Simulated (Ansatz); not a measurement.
CH6Al2O. Charge 0, multiplicity 1. The bonds changed during the relaxation, so this is another structure than the one it started from.

```xyz
10

O     1.272   -0.557    0.530
C     0.163    0.471    0.671
Al   -0.341    1.506   -0.849
Al   -0.457   -1.402    0.471
H     1.752   -0.410   -0.292
H     0.189    0.815    1.702
H     0.440    1.185   -2.199
H    -1.532    2.542   -0.738
H    -0.729   -2.311    1.734
H    -0.756   -1.838   -1.028
```

(1) Give the diagnostics of a CCSD(T)/def2-TZVPP run (frozen core, the Gaussian-basis code of Ansatz). (An estimate is asked.)

Results:

(1) The calculation gave: T1 = 0.0127, largest single amplitude 0.022, largest double 0.020, (T) share of the correlation energy 3.5 %, 10 CCSD cycles. The RHF solution is stable towards an unrestricted one. T1 lies under the customary mark of 0.02 for closed shells.
